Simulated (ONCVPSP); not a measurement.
## Building the ONCV potential for boron (PBE, scalar-relativistic).

ONCVPSP 4.0.1 was run on this input:

```
# ATOM AND REFERENCE CONFIGURATION
# atsym  z   nc   nv     iexc    psfile
  B 5.00    1    2        4      upf
#
#   n    l    f
    1    0    2.00
    2    0    2.00
    2    1    1.00
#
# PSEUDOPOTENTIAL AND OPTIMIZATION
# lmax
    2
#
#   l,   rc,      ep,       ncon, nbas, qcut
    0    1.25    0.00    4    8    4.60
    1    2.60    0.00    4    8    5.20
    2    2.40    0.04    5    9    4.40
#
# LOCAL POTENTIAL
# lloc, lpopt,  rc(5),   dvloc0
    0    5    1.25    0.00
#
# VANDERBILT-KLEINMAN-BYLANDER PROJECTORs
# l, nproj, debl
    0    0    2.80
    1    3    1.80
    2    3    2.40
#
# MODEL CORE CHARGE
# icmod, fcfact, rcfact
    2    0.55    1.00
#
# LOG DERIVATIVE ANALYSIS
# epsh1, epsh2, depsh
   -2.00    5.00    0.02
#
# OUTPUT GRID
# rlmax, drl
    6.00    0.01
#
# TEST CONFIGURATIONS
# ncnf
    4
# nvcnf
#   n    l    f
    2
    2    0    2.00
    2    1    0.00
#
    2
    2    0    1.00
    2    1    0.00
#
    2
    2    0    2.00
    2    1    0.50
#
    2
    2    0    1.00
    2    1    2.00
#
```

Command:

```bash
oncvpsp.x < B.dat > B.out
```

The program printed (shortened: citation, most of the input echo, consistency checks and plot data are left out):

```
ONCVPSP  (Optimized Norm-Conservinng Vanderbilt PSeudopotential)
scalar-relativistic version 4.0.1

#   n    l    f        energy (Ha)
    1    0    2.00    -6.6365639E+00
    2    0    2.00    -3.4702672E-01
    2    1    1.00    -1.3254806E-01

Reference configufation results
  iterations    23
  all-electron total energy (Ha)   -2.46031956D+01

Begin loop to  construct optimized pseudo wave functions
and semi-local pseudopoentials for all angular momenta

Calculating optimized projector #   1

 for l=   0

    Fraction of norm inside rc  0.206280
    Optimizing pswf for qcut=   4.59 a_B^-1,  ecut=  10.52 Ha
    Residual kinetic energy error=  1.65D-03 Ha

    Energy error per electron        Cutoff
         Ha          eV             Ha
         0.01000     0.27211        6.53
         0.00100     0.02721       11.83
         0.00010     0.00272       58.78
         0.00001     0.00027      106.12

   Wellstate for l =  1  n =  4
     eigenvalue =   1.6675
     asymptotic potential =   2.1675
     half-point radius =  4.1147

   Wellstate for l =  1  n =  6
     eigenvalue =   3.4675
     asymptotic potential =   3.9675
     half-point radius =  4.8847

Calculating optimized projector #   1

 for l=   1

    Fraction of norm inside rc  0.674583
    Optimizing pswf for qcut=   5.20 a_B^-1,  ecut=  13.50 Ha
    Residual kinetic energy error=  4.63D-07 Ha

    Energy error per electron        Cutoff
         Ha          eV             Ha
         0.01000     0.27211        5.69
         0.00100     0.02721        8.23
         0.00010     0.00272       10.18
         0.00001     0.00027       11.58

Calculating optimized projector #   2

 for l=   1

    Fraction of norm inside rc  0.354891
    Optimizing pswf for qcut=   5.20 a_B^-1,  ecut=  13.50 Ha
    Residual kinetic energy error=  4.28D-05 Ha

    Energy error per electron        Cutoff
         Ha          eV             Ha
         0.01000     0.27211        9.03
         0.00100     0.02721       11.17
         0.00010     0.00272       13.25
         0.00001     0.00027       25.66

Calculating optimized projector #   3

 for l=   1

    Fraction of norm inside rc  0.159195
    Optimizing pswf for qcut=   5.20 a_B^-1,  ecut=  13.50 Ha
    Residual kinetic energy error=  1.08D-03 Ha

    Energy error per electron        Cutoff
         Ha          eV             Ha
         0.01000     0.27211       10.97
         0.00100     0.02721       13.81
         0.00010     0.00272       29.55
         0.00001     0.00027       49.05

   Wellstate for l =  2  n =  3
     eigenvalue =   0.0400
     asymptotic potential =   0.5400
     half-point radius = 39.6343

   Wellstate for l =  2  n =  5
     eigenvalue =   2.4400
     asymptotic potential =   2.9400
     half-point radius =  4.3276

   Wellstate for l =  2  n =  6
     eigenvalue =   4.8400
     asymptotic potential =   5.3400
     half-point radius =  3.8715

Calculating optimized projector #   1

 for l=   2

    Fraction of norm inside rc  0.000786
    Optimizing pswf for qcut=   4.39 a_B^-1,  ecut=   9.66 Ha
    Residual kinetic energy error=  2.75D-08 Ha

    Energy error per electron        Cutoff
         Ha          eV             Ha
         0.01000     0.27211        0.05
         0.00100     0.02721        0.30
         0.00010     0.00272        1.11
         0.00001     0.00027        3.01

Calculating optimized projector #   2

 for l=   2

    Fraction of norm inside rc  0.203265
    Optimizing pswf for qcut=   4.39 a_B^-1,  ecut=   9.66 Ha
    Residual kinetic energy error=  2.36D-03 Ha

    Energy error per electron        Cutoff
         Ha          eV             Ha
         0.01000     0.27211        7.08
         0.00100     0.02721       10.96
         0.00010     0.00272       33.04
         0.00001     0.00027       59.93

Calculating optimized projector #   3

 for l=   2

    Fraction of norm inside rc  0.220396
    Optimizing pswf for qcut=   4.39 a_B^-1,  ecut=   9.66 Ha
    Residual kinetic energy error=  1.40D-02 Ha

    Energy error per electron        Cutoff
         Ha          eV             Ha
         0.01000     0.27211       10.12
         0.00100     0.02721       17.72
         0.00010     0.00272       38.77
         0.00001     0.00027       78.56

Construct Vanderbilt / Kleinmman-Bylander projectors

B matrix Hermiticity error, ll=   1
   1   2   -1.4784E-05
   1   3    7.8361E-07
   2   3   -5.5442E-05

  Orthonormal projector coefficients -3.5786E+00 -9.4595E-01 -2.3457E-01

B matrix Hermiticity error, ll=   2
   1   2   -1.4615E-06
   1   3   -3.1680E-06
   2   3    6.1087E-05

  Orthonormal projector coefficients -3.2973E+00 -1.3764E+00 -4.6076E-01

Model core correction analysis
  based on d2Exc/dn_idn_j

d2excae - all-electron derivatives

   -4.857781D-02   -4.036882D-02
   -4.037430D-02   -3.703053D-02

d2excps - pseudofunction derivatives with no core correction

   -4.900444D-02   -4.282513D-02
   -4.282919D-02   -3.969997D-02

rms 2nd derivative error    2.200450E-03

amplitude prefactor, scale prefactor
   12.4293    1.1610

d2excps - pseudofunction derivatives with core correction

   -4.892057D-02   -4.289217D-02
   -4.289661D-02   -3.960341D-02

rms 2nd derivative error    2.206048E-03

Pseudoatom total energy   -2.597310

Diagnostic tests using Vanderbilt-Kleinman-Bylander pseudopotentials
  1 or more projectors used as specified by nproj input data

   l    rcore       rmatch      e in        delta e   norm test  slope test

   0   1.2512710   1.2892623  -0.3470267  -0.0000016   1.0000011   0.9999943

   1   2.6115779   2.6908711  -0.1325481  -0.0000003   1.0000070   1.0000108
   1   2.6115779   2.6908711   1.6674519   0.0000068   1.0000463   1.0000463
   1   2.6115779   2.6908711   3.4674519   0.0000308   1.0001009   1.0001009

   2   2.4017691   2.4746921   0.0400000   0.0000000   1.0000163   1.0000163
   2   2.4017691   2.4746921   2.4400000   0.0000089   1.0000603   1.0000603
   2   2.4017691   2.4746921   4.8400000  -0.0000023   1.0003312   1.0003312

 Testing for bound ghosts
   n   l    E NL Schr. Eq   E Basis Diag.   E Cutoff

   2   1       -0.132548       -0.131217     57.85

 Testing for highly-localized positive-energy ghosts
       l    <radius>/rc     E Basis Diag.   E Cutoff

Test configuration 0

   n   l     f        eae           eps        diff
   1   0  2.0000   -6.63656389
   2   0  2.0000   -0.34702672   -0.34702836   -1.63D-06
   2   1  1.0000   -0.13254806   -0.13254838   -3.21D-07

    Total energies and differences
      AE_ref= -2.46031956D+01  AE_tst= -2.46031956D+01  dif=  0.00D+00
      PS_ref= -2.59730993D+00  PS_tst= -2.59730993D+00  dif= -1.78D-15
      PSP excitation error=  1.78D-15

Test configuration 1

   n   l     f        eae           eps        diff
   1   0  2.0000   -7.11562878
   2   0  2.0000   -0.71701471   -0.71369078    3.32D-03

    Total energies and differences
      AE_ref= -2.46031956D+01  AE_tst= -2.43011379D+01  dif=  3.02D-01
      PS_ref= -2.59730993D+00  PS_tst= -2.29710744D+00  dif=  3.00D-01
      PSP excitation error=  1.86D-03

Test configuration 2

   n   l     f        eae           eps        diff
   1   0  2.0000   -7.76055369
   2   0  1.0000   -1.15669543   -1.14964494    7.05D-03

    Total energies and differences
      AE_ref= -2.46031956D+01  AE_tst= -2.33668887D+01  dif=  1.24D+00
      PS_ref= -2.59730993D+00  PS_tst= -1.36790451D+00  dif=  1.23D+00
      PSP excitation error=  6.90D-03

Test configuration 3

   n   l     f        eae           eps        diff
   1   0  2.0000   -6.85128711
   2   0  2.0000   -0.51925661   -0.51851043    7.46D-04
   2   1  0.5000   -0.29720320   -0.29581847    1.38D-03

    Total energies and differences
      AE_ref= -2.46031956D+01  AE_tst= -2.44970902D+01  dif=  1.06D-01
      PS_ref= -2.59730993D+00  PS_tst= -2.49146495D+00  dif=  1.06D-01
      PSP excitation error=  2.60D-04

Test configuration 4

   n   l     f        eae           eps        diff
   1   0  2.0000   -6.67883813
   2   0  1.0000   -0.36458281   -0.36577798   -1.20D-03
   2   1  2.0000   -0.14913075   -0.14970650   -5.76D-04

    Total energies and differences
      AE_ref= -2.46031956D+01  AE_tst= -2.43881806D+01  dif=  2.15D-01
      PS_ref= -2.59730993D+00  PS_tst= -2.38198543D+00  dif=  2.15D-01
      PSP excitation error= -3.09D-04
```

The run took about 3.1 s on one core of a shared server CPU.
